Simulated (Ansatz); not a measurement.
`[NH]=[Nb]([NH2])([F])[F]`, charge 0, multiplicity 1.

Question: Give a relaxed structure at PBE0-D4/def2-TZVP (Ansatz 0.2.0). (Estimate.)

Answer: Computed: 
Cartesian coordinates in Å:
```
N -1.188 -1.051 -0.525
Nb -0.142 -0.229 0.595
N 0.903 0.949 -0.562
F -1.144 0.771 1.836
F 0.976 -1.452 1.488
H -1.845 -1.594 -1.064
H 0.825 1.032 -1.563
H 1.615 1.573 -0.205
```
Point group Cs.
